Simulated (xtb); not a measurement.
A run for xtb: GFN1-xTB on CH3FOSi (SMILES CO[Si]F), a point of a torsion scan.

```
$ xtb mol.xyz --gfn 1 --sp --chrg 0 --uhf 0
7

C     -0.83249609    -0.03209466     0.12767300
O      0.16119494     0.95512698     0.08837107
Si     1.41684338     1.30721089    -0.84693311
F      1.32295341     0.08943719    -1.95180859
H     -0.71941073    -0.74386556    -0.69209076
H     -1.80895985     0.45129686     0.05619129
H     -0.76208067    -0.56187707     1.07985833
```

It printed:

```
[...]
           -------------------------------------------------
          |                Calculation Setup                |
           -------------------------------------------------



           -------------------------------------------------
          |                 G F N 1 - x T B                 |
           -------------------------------------------------

        Reference                      10.1021/acs.jctc.7b00118
      * Hamiltonian:
        H0-scaling (s, p, d)           1.850000    2.250000    2.000000
        zeta-weighting                 0.000000
      * Dispersion:
        s8                             2.400000
        a1                             0.630000
        a2                             5.000000
        s9                             0.000000
      * Repulsion:
        kExp                           1.500000
        rExp                           1.000000
      * Coulomb:
        alpha                          2.000000
        third order                    atomic
        anisotropic                    false
      * Halogen bond correction:
        rad-scale                      1.300000
        damping                        0.440000


          ...................................................
          :                      SETUP                      :
          :.................................................:
          :  # basis functions                  28          :
          :  # atomic orbitals                  27          :
          :  # shells                           15          :
          :  # electrons                        24          :
          :  # halogen bonds                     0          :
          :  max. iterations                   250          :
          :  Hamiltonian                  GFN1-xTB          :
          :  restarted?                      false          :
          :  GBSA solvation                  false          :
          :  PC potential                    false          :
          :  electronic temp.          300.0000000     K    :
          :  accuracy                    1.0000000          :
          :  -> integral cutoff          0.2500000E+02      :
          :  -> integral neglect         0.1000000E-07      :
          :  -> SCF convergence          0.1000000E-05 Eh   :
          :  -> wf. convergence          0.2000000E-04 e    :
          :  Broyden damping             0.4000000          :
          :  net charge                          0          :
          :  unpaired electrons                  0          :
          ...................................................

 iter      E             dE          RMSdq      gap      omega  full diag
   1    -15.5863102 -0.155863E+02  0.718E+00    5.12       0.0  T
   2    -15.6109735 -0.246632E-01  0.422E+00    4.88       1.0  T
   3    -15.6112817 -0.308290E-03  0.800E-01    4.55       1.0  T
   4    -15.6125908 -0.130909E-02  0.214E-01    4.55       1.0  T
   5    -15.6126869 -0.960645E-04  0.703E-02    4.56       1.0  T
   6    -15.6126901 -0.319546E-05  0.131E-02    4.57       2.9  T
   7    -15.6126904 -0.293395E-06  0.143E-03    4.57      26.4  T
   8    -15.6126904 -0.102360E-07  0.112E-04    4.57     337.3  T
   9    -15.6126904 -0.340759E-10  0.301E-05    4.57    1253.9  T

   *** convergence criteria satisfied after 9 iterations ***

         #    Occupation            Energy/Eh            Energy/eV
      -------------------------------------------------------------
         1        2.0000           -0.7798666             -21.2213
       ...           ...                  ...                  ...
         6        2.0000           -0.5609084             -15.2631
         7        2.0000           -0.5091265             -13.8540
         8        2.0000           -0.4925663             -13.4034
         9        2.0000           -0.4891795             -13.3113
        10        2.0000           -0.4623811             -12.5820
        11        2.0000           -0.4530209             -12.3273
        12        2.0000           -0.3826681             -10.4129 (HOMO)
        13                         -0.2146133              -5.8399 (LUMO)
        14                         -0.1442138              -3.9243
        15                         -0.1252517              -3.4083
        16                         -0.0921678              -2.5080
        17                         -0.0610602              -1.6615
       ...                                ...                  ...
        27                          1.1401420              31.0248
      -------------------------------------------------------------
                  HL-Gap            0.1680548 Eh            4.5730 eV
             Fermi-level           -0.2986407 Eh           -8.1264 eV

 SCC (total)                   0 d,  0 h,  0 min,  0.004 sec
 SCC setup                      ...        0 min,  0.000 sec (  1.466%)
 Dispersion                     ...        0 min,  0.000 sec (  0.691%)
 classical contributions        ...        0 min,  0.000 sec (  0.253%)
 integral evaluation            ...        0 min,  0.001 sec ( 26.107%)
 iterations                     ...        0 min,  0.001 sec ( 26.996%)
 molecular gradient             ...        0 min,  0.002 sec ( 41.637%)
 printout                       ...        0 min,  0.000 sec (  2.736%)

         :::::::::::::::::::::::::::::::::::::::::::::::::::::
         ::                     SUMMARY                     ::
         :::::::::::::::::::::::::::::::::::::::::::::::::::::
         :: total energy             -15.528911541991 Eh    ::
         :: gradient norm              0.023426302978 Eh/a0 ::
         :: HOMO-LUMO gap              4.573003536417 eV    ::
         ::.................................................::
         :: SCC energy               -15.612690391335 Eh    ::
         :: -> electrostatic           0.056466538269 Eh    ::
         :: repulsion energy           0.085490994132 Eh    ::
         :: dispersion energy         -0.001712144788 Eh    ::
         :: halogen bond corr.         0.000000000000 Eh    ::
         :: add. restraining           0.000000000000 Eh    ::
         :: total charge              -0.000000000000 e     ::
         :::::::::::::::::::::::::::::::::::::::::::::::::::::

           -------------------------------------------------
          |                Property Printout                |
           -------------------------------------------------

    * Orbital Energies and Occupations

         #    Occupation            Energy/Eh            Energy/eV
      -------------------------------------------------------------
         1        2.0000           -0.7798666             -21.2213
         2        2.0000           -0.7540254             -20.5181
         3        2.0000           -0.6465451             -17.5934
         4        2.0000           -0.5769778             -15.7004
         5        2.0000           -0.5655428             -15.3892
         6        2.0000           -0.5609084             -15.2631
         7        2.0000           -0.5091265             -13.8540
         8        2.0000           -0.4925663             -13.4034
         9        2.0000           -0.4891795             -13.3113
        10        2.0000           -0.4623811             -12.5820
        11        2.0000           -0.4530209             -12.3273
        12        2.0000           -0.3826681             -10.4129 (HOMO)
        13                         -0.2146133              -5.8399 (LUMO)
        14                         -0.1442138              -3.9243
        15                         -0.1252517              -3.4083
        16                         -0.0921678              -2.5080
        17                         -0.0610602              -1.6615
Note: The following floating-point exceptions are signalling: IEEE_DENORMAL
normal termination of xtb
        18                         -0.0516303              -1.4049
        19                          0.0657473               1.7891
        20                          0.1209906               3.2923
        21                          0.1242345               3.3806
        22                          0.2359429               6.4203
        23                          0.2875991               7.8260
       ...                                ...                  ...
        27                          1.1401420              31.0248
      -------------------------------------------------------------
                  HL-Gap            0.1680548 Eh            4.5730 eV
             Fermi-level           -0.2986407 Eh           -8.1264 eV

  Mulliken/CM5 charges         n(s)   n(p)   n(d)
     1C     0.17710  0.06115   0.964  2.859  0.000
     2O    -0.40759 -0.46722   1.640  4.767  0.000
     3Si    0.46409  0.43875   1.674  1.210  0.652
     4F    -0.29286 -0.27352   1.784  5.509  0.000
     5H     0.02914  0.09083   0.971  0.000  0.000
     6H     0.01506  0.07500   0.985  0.000  0.000
     7H     0.01506  0.07501   0.985  0.000  0.000

Wiberg/Mayer (AO) data.
largest (>0.10) Wiberg bond orders for each atom

 ---------------------------------------------------------------------------
     #   Z sym  total        # sym  WBO       # sym  WBO       # sym  WBO
 ---------------------------------------------------------------------------
     1   6 C    3.919 --     6 H    0.986     7 H    0.986     5 H    0.984
                             2 O    0.924
     2   8 O    2.345 --     3 Si   1.362     1 C    0.924
     3  14 Si   2.620 --     2 O    1.362     4 F    1.198
     4   9 F    1.230 --     3 Si   1.198
     5   1 H    1.011 --     1 C    0.984
     6   1 H    1.015 --     1 C    0.986
     7   1 H    1.015 --     1 C    0.986
 ---------------------------------------------------------------------------

Topologies differ in total number of bonds
Writing topology from bond orders to xtbtopo.mol

 dipole moment from electron density (au)
     X       Y       Z
  -0.3028  -0.0137   0.2944  total (Debye):    1.074


           -------------------------------------------------
          | TOTAL ENERGY              -15.528911541991 Eh   |
          | GRADIENT NORM               0.023426302978 Eh/α |
          | HOMO-LUMO GAP               4.573003536417 eV   |
           -------------------------------------------------

------------------------------------------------------------------------
------------------------------------------------------------------------
 total:
 SCF:
```

The run finished.

Cost: very roughly 0.020 core-seconds.
